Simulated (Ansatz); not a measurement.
Geometry optimisation, RKS PBE-D4/def2-SVP in Ansatz 0.2.0.

input.yaml

```yaml
crystal:
  periodic: [false, false, false]
  atoms:
    - { symbol: W, position_ang: [-0.552386, 0.0, -0.552386] }
    - { symbol: H, position_ang: [1.249268, -0.002261, 1.757785] }
    - { symbol: H, position_ang: [1.757785, 0.002261, 1.249268] }
    - { symbol: Cl, position_ang: [-0.045786, 2.149326, -0.038727] }
    - { symbol: Cl, position_ang: [-2.586082, 0.003283, 0.445627] }
    - { symbol: Cl, position_ang: [-0.038727, -2.149326, -0.045786] }
    - { symbol: Cl, position_ang: [0.445627, -0.003283, -2.586082] }
basis:
  gaussian: { orbitals: def2-SVP }
hamiltonian:
  xc: pbe
  dispersion: d4
relax:
  f_tol: 0.03
  max_steps: 50
```

Run as:

```bash
$ ansatz run input.yaml --threads 4 --pin off --max-ram 5120MiB --backend cpu --events-out ev --progress --plain --runs-dir out
```

**Question.** Where does it end, and by what steps?

**Answer.** It converged. The force dipped under the threshold on the way, but the program's further checks kept it going. After 6 steps the energy has fallen by 0.243 eV; H2 moved furthest, 0.71 Å.

```
step  energy less start (eV)  largest force component (eV/Å)  accepted
   0                  0.0000                           1.501       yes
   1                 -0.1686                           0.230       yes
   2                 -0.2089                           0.161       yes
   3                 -0.2365                           0.106       yes
   4                 -0.2397                           0.058       yes
   5                 -0.2424                           0.017       yes
   6                 -0.2427                           0.015       yes
```

```xyz
7
Properties=species:S:1:pos:R:3
W -0.758 0.000 -0.758
H 1.733 -0.004 2.276
H 2.276 0.004 1.733
Cl -0.236 2.138 -0.236
Cl -2.791 -0.001 0.241
Cl -0.236 -2.138 -0.236
Cl 0.241 0.001 -2.791
```

Whether the end is a true minimum wasn't checked by a vibrational analysis.

The run took 15 s on 4 threads of Arm Neoverse V2, with other jobs on the host, peak memory 0.25 GiB.
